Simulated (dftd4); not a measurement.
CH4N (SMILES C[NH-]), charge -1, singlet, at a GFN2-xTB geometry; D4 for wb97x in dftd4.

Here is a job for dftd4.
```
$ dftd4 mol.xyz --func wb97x --charge -1 --json dftd4.json --noedisp --property

# file mol.xyz
6

C      0.03918329     0.57726037     0.02256172
N      0.01386466    -0.79320152     0.08399166
H     -0.98685864     1.16240067     0.02218520
H     -0.49443487    -1.14362403    -0.75261679
H      0.57583997     0.97766943     0.90352376
H      0.57330122     1.09240237    -0.89640406
```

Problem. What does dftd4 print? Leave out banner, timings and long lists.

Solution. 
```
                    ____  _____ _____     ____  _  _
      -------------|  _ \|  ___|_   _|---|  _ \| || |------------
     |             | | | | |_    | | ___ | | | | || |_           |
     |             | |_| |  _|   | ||___|| |_| |__   _|          |
     |             |____/|_|     |_|     |____/   |_|            |
     |             ===================================           |
     |            E. Caldeweyher, S. Ehlert & S. Grimme          |
     |          Mulliken Center for Theoretical Chemistry        |
     |                    University of Bonn                     |
      -----------------------------------------------------------

Rational (Becke-Johnson) damping: wb97x-D4-ATM
---------------------
  s6         1.0000
  s8         0.5093
  s9         1.0000
  a1         0.0662
  a2         5.4487
 alp        16.0000
--------------------

Atomic data, radii in Ångström:
------------------------------------------------------
   Z          R(cov)      r4/r2   hardness         EN
------------------------------------------------------
   6 C        1.0000     1.6431     0.4220     2.5500
   7 N        0.9467     1.4350     0.5044     3.0400
   1 H        0.4267     1.0622     0.4726     2.2000
------------------------------------------------------

Atomic reference systems (in atomic units):
----------------------------------------------------------------------------
   Z        #      CN     q+Z       C6(AA)   #      CN     q+Z       C6(AA)
----------------------------------------------------------------------------
   6 C      1  0.0000  6.0000      49.3833   2  0.9189  5.8288      52.1688
            3  1.9079  5.8579      35.6972   4  2.8312  5.7775      35.8445
            5  3.7487  5.7435      28.6317   6  2.9183  5.8956      32.2504
            7  0.8556  6.2103      25.6194
   7 N      1  0.0000  7.0000      25.3714   2  0.8583  6.6470      32.5496
            3  1.8399  6.6987      28.5877   4  2.5804  6.1757      42.3910
            5  0.9809  7.0000      18.1534
   1 H      1  0.0000  1.0000       7.6362   2  0.8942  1.0000       3.0374
----------------------------------------------------------------------------

Atomic properties (in atomic units):
----------------------------------------------------------------------------
     #    Z              CN          q      C6(AA)        C8(AA)   alpha(0)
----------------------------------------------------------------------------
     1    6 C        3.6292    -0.2112     28.0448      811.1048     7.7070
     2    7 N        1.7678    -0.7981     45.2911      999.1581    10.0006
     3    1 H        0.8986    -0.0502      4.1042       49.6130     3.1698
     4    1 H        0.8581     0.1303      1.5433       18.6562     1.9462
     5    1 H        0.9222    -0.0206      3.4427       41.6171     2.9017
     6    1 H        0.8986    -0.0502      4.1042       49.6130     3.1698
----------------------------------------------------------------------------

Molecular properties (in atomic units):
----------------------------------------
 molecular C6                 366.8188
 molecular C8                7200.8762
----------------------------------------

Dispersion energy:      -4.8145562100773E-03 Eh

[Info] JSON dump of results written to 'dftd4.json'
```
